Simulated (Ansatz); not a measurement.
```yaml
atoms:
  - { symbol: C, position_ang: [-0.7730, -0.7926, -0.7371] }
  - { symbol: C, position_ang: [-0.7768, -0.8129, 0.8257] }
  - { symbol: C, position_ang: [-0.7756, 0.8293, -0.7637] }
  - { symbol: C, position_ang: [-0.7785, 0.7358, 0.7910] }
  - { symbol: C, position_ang: [0.8034, -0.8274, -0.8040] }
  - { symbol: C, position_ang: [0.7453, -0.7547, 0.7843] }
  - { symbol: C, position_ang: [0.7909, 0.8275, -0.8107] }
  - { symbol: C, position_ang: [0.7611, 0.7412, 0.7877] }
  - { symbol: H, position_ang: [-1.4233, -1.3782, -1.4477] }
  - { symbol: H, position_ang: [-1.4614, -1.4145, 1.4311] }
  - { symbol: H, position_ang: [-1.4572, 1.4349, -1.4296] }
  - { symbol: H, position_ang: [-1.4139, 1.4633, 1.4042] }
  - { symbol: H, position_ang: [1.4402, -1.3911, -1.3784] }
  - { symbol: H, position_ang: [1.4250, -1.4622, 1.4240] }
  - { symbol: H, position_ang: [1.4202, 1.3654, -1.4226] }
  - { symbol: H, position_ang: [1.3664, 1.4004, 1.4175] }
```

Basis set: 6-31G* (spherical functions). Frozen core: 8 orbitals. Charge 0, multiplicity 1.

Computed with Ansatz (development build ahead of 0.2.0); each method stands on the lowest determinant of its kind that the runs found. Restricted open shells among the atoms or ions are ROHF, correlated in semicanonical orbitals with singles.

Give the atomization energy at this shape (free ground-state atoms in the same class of orbitals less the molecule, no zero-point energy) of singlet C8H8 by RHF-MP2, RHF.

```tsv
method	atomization energy
RHF-MP2	69.11 eV
RHF	53.30 eV
```

Caution: no unrestricted run beside it, a lower state can exist; the shape is not the minimum.
